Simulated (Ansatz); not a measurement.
BeClH (SMILES [BeH][Cl]), charge 0, multiplicity 1, relaxed at each level with Ansatz (a program for electronic structure); harmonic frequencies from differences of analytic forces, average atomic masses, frozen cores.

Q: Give the equilibrium geometry, the harmonic frequencies and the zero-point energy at r2SCAN/def2-TZVPP.

A: 
(charge 0, multiplicity 1):
```xyz
3

Be     0.000     0.000    -1.333
H      0.000     0.000    -2.662
Cl     0.000     0.000     0.473
```
Frequencies (cm⁻¹): 521, 521, 811, 2183. Zero-point energy 5.77 kcal/mol.

Q: Give the equilibrium geometry, the harmonic frequencies and the zero-point energy at CCSD(T)/cc-pV(T+d)Z.

A: 
(charge 0, multiplicity 1):
```csv
atom,x (Å),y (Å),z (Å)
Be,0.0000,0.0000,-1.3342
H,0.0000,0.0000,-2.6600
Cl,0.0000,0.0000,0.4715
```
Frequencies (cm⁻¹): 514, 514, 823, 2189. Zero-point energy 5.77 kcal/mol.
